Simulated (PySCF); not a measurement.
HOSr, SMILES [OH][Sr], multiplicity 2.

Geometry optimised at B3LYP-D3(BJ)/def2-TZVPD. The def2 effective core potentials stand for the cores of Sr; spin–orbit coupling is left out.

Two levels are set side by side: PBE/def2-TZVPD (PySCF) and M06-2X/def2-TZVPD (PySCF). Same geometry, gas phase. Differences are taken from unrounded values.

```
quantity                     M06-2X
---------------------------  ------
α-spin orbital gap (eV)        4.06
β-spin orbital gap (eV)        6.96
dipole moment (D)              2.02
mean polarisability (bohr³)   135.0
```

Task: What does PBE give, and how far is it from M06-2X? (Estimate from the structure and the level; the computed values follow.)

Result: 
```tsv
quantity	PBE	PBE minus M06-2X
α-spin orbital gap (eV)	1.79	-2.28
β-spin orbital gap (eV)	3.57	-3.39
dipole moment (D)	1.54	-0.48
mean polarisability (bohr³)	191.0	56.0
```

Loosely held outer electrons make PBE densities more polarisable. Differences between two approximate levels are no errors against the true value.

Rough cost on one machine, each run with all the roots and properties that it gave: M06-2X against PBE about 2 times.
